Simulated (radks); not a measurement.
The numbers below are computed, except where a source is named.
Ionisation of the antimony ion Sb+, [Kr] 4d10 5s2 5p2, to [Kr] 4d10 5s2 5p1 as the strength of local exchange is varied. Code: a radial shooting solver on a logarithmic mesh with Libxc functionals. Model: scalar-relativistic Kohn-Sham, Slater X-alpha exchange (alpha = 2/3 is LDA exchange), no correlation, spin-unpolarised, spherical densities, finite nucleus; Fermi nuclear charge, rms radius 4.6802 fm.

| alpha | E(Sb+) (hartree) | exchange (hartree) | IE (eV) | -e of the level emptied (eV) | <r> of it (bohr) |
|---|---|---|---|---|---|
| 0.619 | -6459.22282 | -147.78192 | 14.614 | 10.665 (5p) | 2.730 |
| 0.621 | -6459.70145 | -148.26996 | 14.633 | 10.683 (5p) | 2.728 |
| 0.665 | -6470.23999 | -159.02384 | 15.053 | 11.072 (5p) | 2.698 |
| 0.667 | -6470.71940 | -159.51343 | 15.072 | 11.090 (5p) | 2.696 |
| 0.798 | -6502.19535 | -191.72905 | 16.357 | 12.288 (5p) | 2.611 |
| 0.819 | -6507.25469 | -196.92036 | 16.568 | 12.486 (5p) | 2.597 |
| 0.886 | -6523.42149 | -213.53293 | 17.249 | 13.126 (5p) | 2.557 |
| 0.964 | -6542.29061 | -232.96838 | 18.058 | 13.890 (5p) | 2.512 |

NIST Atomic Spectra Database: 16.63 eV (measured). The Delta-SCF value meets it near alpha = 0.82. Spin polarisation and multiplet splitting are left out, so open shells lie too high by an amount that depends on their filling. Spin-orbit splitting is averaged out at the scalar-relativistic level.

Beside tabulated values, note that spin-unpolarised runs miss the spin-polarisation part of the exchange energy of open shells.
